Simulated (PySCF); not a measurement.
Static response to an electric field

Compound: C₇H₈F₂.
Numbering: `[CH2:1]=[CH:2][C:3]1=[C:4]([CH:5]([F:6])[F:7])[CH2:8][CH2:9]1` (hydrogens: H10, H11 on C1; H12 on C2; H13 on C5; H14, H15 on C8; H16, H17 on C9)

Cartesian coordinates in Å at the GFN2-xTB level; atoms count from 1:
```xyz
17
C7H8F2 angstrom
C      2.665    0.056   -0.857
C      1.508    0.648   -0.572
C      0.351   -0.070   -0.118
C     -0.906    0.272    0.228
C     -1.683    1.535    0.314
F     -2.027    1.818    1.605
F     -0.975    2.604   -0.126
C     -1.327   -1.137    0.545
C      0.114   -1.540    0.142
H      2.788   -1.011   -0.767
H      3.522    0.616   -1.186
H      1.395    1.720   -0.666
H     -2.625    1.498   -0.263
H     -1.580   -1.316    1.589
H     -2.115   -1.539   -0.090
H      0.709   -1.964    0.948
H      0.180   -2.178   -0.736
```

Level: wB97X-D/def2-SVPD (PySCF), static field, nuclei fixed, core orbitals frozen in the response. The polarisability tensor in these axes (au):

```
x   116.39  -6.35 -17.72
y    -6.35  81.09  -0.15
z   -17.72  -0.15  65.95
```

Diagonalise the tensor; give its mean and Δα, where Δα² is half the sum of the squared differences of the eigenvalues.

Principal values 60.14, 80.44 and 122.86 au; mean 87.81 au = 13.01 Å³ = 14.48 × 10⁻⁴⁰ C²·m²/J; Δα = 55.44 au (63 % of the mean).

What is the dipole moment, and where does it point?

(0.23, -2.23, -1.14) D, 2.51 D in size, pointing from the negative to the positive side. Measured along this direction, the outermost atoms are F6 at the negative end and H17 at the positive end.

What would n − 1 = 2πNα be for an ideal gas of these molecules at 273.15 K and 1 atm, electronic part alone?

N = p/kT = 2.6868 × 10¹⁹ cm⁻³, so n − 1 = 2π × N × 13.01 × 10⁻²⁴ cm³ = 2197 × 10⁻⁶ at long wavelengths.

What depolarisation ratio follows for Rayleigh scattering of linearly polarised light, taking the static tensor?

ρ = 3Δα²/(45ᾱ² + 4Δα²) = 9220.2/(346990 + 12293.6) = 0.0257.

Molar refractivity from α?

Lorentz–Lorenz: R = (4π/3)N_A α = 2.5225 cm³/(mol·Å³) × 13.01 Å³ = 32.8 cm³/mol, in the limit of long wavelengths.

Traceless (Buckingham) quadrupole moment about the centre of nuclear charge: eigenvalues?

-6.84, -0.07, 6.91 D·Å. The values depend on the origin, since the dipole doesn't vanish. The electronic extent ⟨r²⟩ about the same centre is 1313 bohr², a root-mean-square distance of 2.32 Å for the 68 electrons.

Find the Langevin capture rate constant for NH4+ (18.034 u) meeting this molecule (130.059 u), k = 2.342 × 10⁻⁹ cm³/s × √(α in Å³ / reduced mass in u).

The reduced mass is 15.84 u, so k = 2.12 × 10⁻⁹ cm³/s. The formula leaves out the permanent dipole, which adds to the capture rate.

One conformer (not necessarily the lowest) at the GFN2-xTB geometry, without solvent, vibrations or thermal averaging.
